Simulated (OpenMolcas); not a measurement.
**Re4+ in a point-charge field**

Re4+ among 6 point charges of -0.75 e arranged as a tetragonal octahedron (D4h), 2.15 Å from the ion, with the axial distance 2.515 Å.
```
   2.1500    0.0000    0.0000  -0.75
   0.0000    2.1500    0.0000  -0.75
  -2.1500    0.0000    0.0000  -0.75
   0.0000   -2.1500    0.0000  -0.75
   0.0000    0.0000    2.5155  -0.75
   0.0000    0.0000   -2.5155  -0.75
```

```json
{"Program": "OpenMolcas", "Method": "CASSCF", "Basis": "ANO-RCC-VDZP [7s6p4d2f1g]", "Scalar Hamiltonian": "DKH2, point nucleus", "Active space": "3 electrons in 5 orbitals (5d)", "State averaging": "2S+1 = 4 even, 10 roots; 2S+1 = 2 even, 40 roots", "Spin-orbit coupling": "state interaction with AMFI integrals over the reference wave functions"}
```

The lowest spin-free states (labels of D4, the rotations of D4h), above the lowest:

```csv
State,Degeneracy,E (cm-1),Free-ion L (%)
4B1,1,0.0,F (100)
4E,2,2316,F (99)
4B2,1,3605,F (100)
4A2,1,4802,F (91)
4E,2,5345,F (100)
4A2,1,14741,P (91)
2A1,1,14742,G (81)
2B1,1,14947,G (81)
2E,2,15129,G (76)
2A2,1,15384,G (71)
2A1,1,16293,G (99)
2E,2,16784,G (87)
2B2,1,17070,G (90)
4E,2,17157,P (99)
2E,2,18404,H (57)
2A2,1,18941,H (82)
2B2,1,18979,H (74)
2B1,1,20403,H (59)
2E,2,20808,P (53)
2A2,1,21310,P (83)
```

The lowest levels with spin-orbit coupling:

```json
{"E (cm-1)": "0.0", "Degeneracy": "2", "Label": "E3/2", "2S+1": "4 (87 %)", "g": "0.76 0.76 1.10"}
{"E (cm-1)": "759.0", "Degeneracy": "2", "Label": "E1/2", "2S+1": "4 (88 %)", "g": "0.53 1.08 1.08"}
{"E (cm-1)": "5477", "Degeneracy": "2", "Label": "E3/2", "2S+1": "4", "g": "2.60 2.60 2.81"}
{"E (cm-1)": "5987", "Degeneracy": "2", "Label": "E1/2", "2S+1": "4", "g": "1.43 3.32 3.32"}
{"E (cm-1)": "6834", "Degeneracy": "2", "Label": "E3/2", "2S+1": "4", "g": "0.20 1.46 1.46"}
{"E (cm-1)": "10198", "Degeneracy": "2", "Label": "E3/2", "2S+1": "4 (89 %)", "g": "0.35 4.13 4.13"}
{"E (cm-1)": "10412", "Degeneracy": "2", "Label": "E1/2", "2S+1": "4 (88 %)", "g": "2.10 2.10 4.48"}
{"E (cm-1)": "10975", "Degeneracy": "2", "Label": "E1/2", "2S+1": "4 (90 %)", "g": "2.56 2.56 2.75"}
{"E (cm-1)": "11380", "Degeneracy": "2", "Label": "E3/2", "2S+1": "4 (89 %)", "g": "1.81 3.33 3.33"}
{"E (cm-1)": "13653", "Degeneracy": "2", "Label": "E1/2", "2S+1": "4 (68 %)", "g": "2.02 2.02 5.53"}
{"E (cm-1)": "13737", "Degeneracy": "2", "Label": "E3/2", "2S+1": "4 (62 %)", "g": "0.18 4.46 4.46"}
{"E (cm-1)": "14292", "Degeneracy": "2", "Label": "E1/2", "2S+1": "4 (62 %)", "g": "0.47 0.47 3.85"}
{"E (cm-1)": "14550", "Degeneracy": "2", "Label": "E3/2", "2S+1": "4 (60 %)", "g": "2.61 4.03 4.03"}
{"E (cm-1)": "15240", "Degeneracy": "2", "Label": "E1/2", "2S+1": "4 (67 %)", "g": "3.93 3.93 5.65"}
{"E (cm-1)": "16712", "Degeneracy": "2", "Label": "E3/2", "2S+1": "4 (58 %)", "g": "0.83 0.83 3.98"}
{"E (cm-1)": "17179", "Degeneracy": "2", "Label": "E1/2", "2S+1": "4 (57 %)", "g": "1.08 1.24 1.24"}
{"E (cm-1)": "18304", "Degeneracy": "2", "Label": "E1/2", "2S+1": "4 (62 %)", "g": "1.07 1.07 2.62"}
{"E (cm-1)": "21610", "Degeneracy": "2", "Label": "E1/2", "2S+1": "2 (76 %)", "g": "1.42 1.42 2.65"}
{"E (cm-1)": "21823", "Degeneracy": "2", "Label": "E3/2", "2S+1": "2 (70 %)", "g": "1.37 3.17 3.17"}
{"E (cm-1)": "22361", "Degeneracy": "2", "Label": "E1/2", "2S+1": "2 (80 %)", "g": "1.02 1.02 2.49"}
```

Powder χT (cm3 K/mol): 0.0741 at 2 K, 0.0749 at 10 K, 0.0793 at 50 K, 0.0848 at 100 K, 0.0958 at 200 K, 0.107 at 300 K. The effective moment at 300 K is 2.828 √(χT) = 0.92 μB.

Spin-orbit coupling mixes the spin-free states strongly: the lowest level takes only 40 % from its leading state, 4E, which lies 2316 cm-1 above the lowest spin-free state. Without dynamic correlation the repulsion within the d shell is too large (B by tens of per cent), so at a given field states of lower spin stand too high. This is an electrostatic model: the charges have no orbitals. No measured value stands beside these numbers.
